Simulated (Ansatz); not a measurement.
Q: Name a neutral molecule of C, S, Si and H with HOMO–LUMO gap (ωB97M-V/def2-TZVPP) between 9.85 and 10.15 eV and size of the dipole moment (PBE/def2-TZVPP) between 1.80 and 2.10 D (Ansatz, PBE0-D4/def2-TZVP geometry).

A: `[SiH3][SiH]1C[SiH2]S1` (10.08 eV, 1.84 D); `C#C[SiH]1CS1` (10.12 eV, 1.82 D); `SC1[SiH2]C[SiH2]1` (9.98 eV, 1.91 D); `[SiH3][SiH]1CCS1` (9.89 eV, 1.86 D); `[SiH3]CSSS` (9.94 eV, 2.02 D). Other molecules can fit too; these were computed, each in one conformer that needn't be the lowest.
